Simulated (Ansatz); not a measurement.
`C[O][Ge]([CH3])([Cl])[Se]C` → `C[O][Ge][Cl]` + dimethyl selenide at 600 K and 1 bar (germylene formation by 1,1-elimination).

Gas-phase electronic energies from Ansatz, PBE0-D4/def2-TZVP geometries. CCSD(T)/CBS adds triple-zeta CCSD(T) − MP2 to the extrapolated MP2 energy (def2 sets, frozen cores). For Ge, Se outer-core shells are correlated without core-valence functions, which leaves a few kJ/mol of doubt a bond. Scalar relativity is left out up to krypton. One conformer a species, not always the lowest.

```csv
species,CCSD(T)/CBS energy (Eh),H − E (kJ/mol),S (J/(mol·K))
`C[O][Ge]([CH3])([Cl])[Se]C`,-5131.44950,409.4,622.8
`C[O][Ge][Cl]`,-2650.97453,158.6,398.8
`C[Se]C`,-2480.41768,241.0,366.3
```

H − E and S are ideal-gas, rigid-rotor, harmonic terms from PBE0-D4/def2-TZVP, for one conformer and one mirror image of each species. 1 Eh = 2625.50 kJ/mol, R = 8.31446 J/(mol·K).

By hand: ΔE, ΔH, ΔS and ΔG.

ΔE = (-2650.97453) + (-2480.41768) − (-5131.44950) = 0.05729 Eh = 150.4 kJ/mol. Δ(H − E) = 158.6 + 241.0 − 409.4 = -9.8, so ΔH = 140.6 kJ/mol. ΔS = 398.8 + 366.3 − 622.8 = 142.3 J/(mol·K). ΔG = 140.6 − 600 × (142.3)/1000 = 55.2 kJ/mol.

By hand: the equilibrium constant, and the temperature at which ΔG would vanish if ΔH and ΔS stayed fixed.

log₁₀ K = −ΔG/(RT ln 10) = -4.8. ΔG = 0 at ΔH/ΔS = 988 K.

The number of gas molecules changes by +1, which sets the sign of ΔS. A doubt of 5 kJ/mol in ΔE shifts log₁₀ K by 0.4 here. Other conformers and mirror images would add mixing entropy, several J/(mol·K) or more a flexible species. Modes under 60 cm⁻¹, often nearly free rotors, make the harmonic entropy too high. These are equilibria of isolated gas molecules and say nothing of rates. Largest T1 diagnostic: 0.015 (customary marks: 0.02 for closed shells, 0.045 for open ones).
